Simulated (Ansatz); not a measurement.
# Exact exchange and the HOMO–LUMO gap of ZrCl4

The species is ZrCl4 (5 atoms), meant as a singlet with charge 0. SMILES: `Cl[Zr](Cl)(Cl)Cl`. The shape is that of a PBE0-D4/def2-TZVP optimisation.

The HOMO–LUMO gap y, in eV, basis def2-SVP with a core potential; a is the functional's share of exact exchange. Programs: Ansatz 0.2.0.

| functional | program | a | y (eV) |
| --- | --- | --- | --- |
| PBE | Ansatz | 0 | 4.96 |
| BLYP | Ansatz | 0 | 4.93 |
| B3LYP | Ansatz | 0.2 | ? |
| PBE0 | Ansatz | 0.25 | 7.10 |
| r2SCAN0 | Ansatz | 0.25 | 7.44 |
| BHLYP | Ansatz | 0.5 | 9.30 |

Question: Fit y = c + s·a to the known rows and predict B3LYP.

Answer: 
1. Means of the 5 rows: a = 0.2000, y = 6.746.
2. Σ(Δa)² = 0.175, Σ(Δa·Δy) = 1.539, so the slope is 1.539/0.175 = 8.7943.
3. Intercept: 6.746 − (8.7943) × 0.2000 = 4.987. The largest residual of the fit is 0.25.
4. B3LYP: 4.987 + (8.7943) × 0.2 = 6.75 eV.

The run gave 6.63 eV, so the prediction is off by +0.12 eV, within the scatter of the fit. Exact exchange lowers occupied levels and raises empty ones. The rows mix families of semi-local functionals, which the line can't see.
